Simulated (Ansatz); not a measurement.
Reaction (redistribution): `N[SiH](N)[Ga]([F])[Cl]` + `O[SiH3]` → `[F][Ga]([SiH3])[Cl]` + `N[SiH](N)O`

Computed with Ansatz on PBE0-D4/def2-TZVP structures; ΔE is electronic, products minus reactants. CBS: MP2 limit from def2 TZ/QZ plus the TZ coupled-cluster correction, frozen cores. DFT in def2-TZVPP. HSE06 is defined as in plane-wave codes. For Ga outer-core shells are correlated without core-valence functions, which leaves a few kJ/mol of doubt a bond. Scalar relativity is left out up to krypton. One conformer a species, not always the lowest.

`N[SiH](N)[Ga]([F])[Cl]`:

```xyz
11

N    -0.011   -0.572    1.543
Si    0.233   -0.578   -0.141
N    -1.127   -1.235   -0.935
Ga    0.719    1.766   -0.497
F     0.896    2.613   -2.025
Cl    0.942    3.142    1.159
H    -0.214   -1.406    2.070
H     0.272    0.200    2.123
H     1.376   -1.369   -0.678
H    -2.055   -0.874   -0.789
H    -1.030   -1.686   -1.830
```

`O[SiH3]`:

Cartesian coordinates in Å:
```
O -0.456 -1.195 -0.084
Si 0.052 0.372 -0.123
H -0.186 -1.734 0.660
H -0.438 1.138 1.057
H -0.508 0.950 -1.365
H 1.537 0.468 -0.144
```

`[F][Ga]([SiH3])[Cl]`:

```xyz
7

F    -0.732   -2.063   -1.494
Ga   -0.513   -0.372   -1.087
Si    0.468    0.288    0.992
Cl   -1.217    0.913   -2.643
H     0.540    1.767    1.056
H    -0.375   -0.235    2.097
H     1.829   -0.299    1.078
```

`N[SiH](N)O`:

Cartesian coordinates in Å:
```
N -1.192 -0.318 0.775
Si 0.209 0.433 0.137
N 1.218 -0.860 -0.332
O -0.310 1.505 -1.002
H -2.004 0.237 0.991
H -1.096 -1.089 1.416
H 1.029 1.292 1.024
H 0.861 -1.646 -0.851
H 2.200 -0.716 -0.495
H -0.914 1.163 -1.663
```

```
             level  ΔE (kJ/mol)  difference from CCSD(T)/CBS
         revPBE-D4        -30.8                          5.5
            B97M-V        -37.4                         -1.1
        r2SCANh-D4        -36.9                         -0.6
           ωB97M-V        -36.1                          0.2
              PBE0        -37.1                         -0.8
             HSE06        -37.1                         -0.8
         CAM-B3LYP        -36.2                          0.1
     HF/def2-TZVPP        -39.8                         -3.5
CCSD(T)/def2-TZVPP        -39.2                         -2.9
    MP2/def2-QZVPP        -34.4                          1.9
       CCSD(T)/CBS        -36.3                            0
```

Largest T1 diagnostic among the species: 0.013.

From BLYP to BHLYP (50 % exact exchange), in def2-TZVPP and without D4, ΔE moves by −6.4 kJ/mol. The D4 term adds +3.4 kJ/mol with B3LYP and +2.1 kJ/mol with PBE0; it sums over pairs of atoms, weighted by their polarisabilities, and B3LYP, whose exchange is more repulsive, gets the larger term. Leaving LDA and LC-ωPBE aside and taking each functional with its dispersion term where it has one, the values, not all of them listed here, spread over 11.6 kJ/mol, from PBE-QIDH to BLYP-D4.

B3LYP here is the variant with VWN-RPA as its local correlation; programs differ in this.
